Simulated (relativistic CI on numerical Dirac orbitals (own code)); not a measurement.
Computed by Dirac-Coulomb-Breit CI, KLI orbitals optimised for each configuration, model QED, unscaled Slater integrals (own radial code, finite nucleus).

The strongest absorption lines from the ground level of an ion, among the configurations computed and to levels below about 938 eV (vacuum wavelength in Å, gf): 13.298 (0.17), 13.319 (0.011), 16.673 (0.028), 16.899 (0.0058), 17.526 (0.34), 17.561 (0.3), 176.40 (0.18), 347.23 (0.00048).

Problem. Which ion is it?
A. Mn XXII
B. V XX
C. Sc XVIII
D. Sc XX

Solution. C. Sc XVIII has 4 electrons and the ground level 2s² ¹S0; the strongest line goes to 2s3p ¹P°1. The pattern of lines fixes the number of electrons, and along that sequence the line energies rise steadily with the charge (about as its square where n changes within one kind of shell, about linearly where n is kept but much faster in heavy ions where fine structure, which grows about as Z⁴, sets the gap, and irregularly where shells cross), which fixes Z. Configurations outside the model, such as inner-shell arrays, can give stronger lines. At this charge energies of transitions that change n are usually good to better than 1 %, and those within a shell (Δn = 0) to a few per cent.

LS names give the leading component of a level, which can be under half, so a name can repeat, a term be missing and a line seem to break the LS rules.
